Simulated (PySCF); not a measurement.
Two-component Hartree-Fock for Al⁺ (aluminium, charge +1)

Start: [Ne] 3p2; 3p3/2 filled at m_j = +1/2, +3/2. Calculated with PySCF 2.14 in x2c-SVPall-2c with one added diffuse shell each of s, p type (5s5p1d, 25 functions): generalised Hartree-Fock with the X2C-1e Hamiltonian and a Gaussian nucleus; one run each with spin-orbit coupling (SO) switched off, then screened by Boettger's factors. This is a chosen level, not necessarily the ground level.

| spinor shell | electrons | ε, spin-free (eV) | ε, screened SO (eV) | weight of nominal j (screened SO) | rms radius, screened SO (bohr) |
| --- | --- | --- | --- | --- | --- |
| 1s1/2 | 2 | -1606.1 | -1606.1 | 1.000 | 0.139 |
| 2s1/2 | 2 | -145.37 | -145.37 | 1.000 | 0.677 |
| 2p1/2 | 2 | -99.286 | -99.646 | 0.820 | 0.670 |
| 2p3/2 | 4 | -99.286 | -99.115 | 0.910 | 0.672 |
| 3p3/2 | 2 | -13.581 | -13.578 | 0.828 | 3.15 |

```tsv
quantity	spin-free	screened SO
E (hartree)	-241.62477	-241.62457
M_J	2	2
⟨J²⟩	6.000	6.000
⟨L²⟩	2.000	2.001
⟨S²⟩	2.000	2.000
```

Each row is a mean over spinors that exchange with the open shell spreads, by up to 0.850 eV (2p3/2).

Rows whose weight is well below 1 are mixtures of j = l ± 1/2: exchange outweighs spin-orbit coupling there, and the label is only the starting occupation.

Without spin-orbit coupling the j labels of p, d and f shells carry no meaning; the spin-free column gives the mean over the occupied spinors of each nl shell.
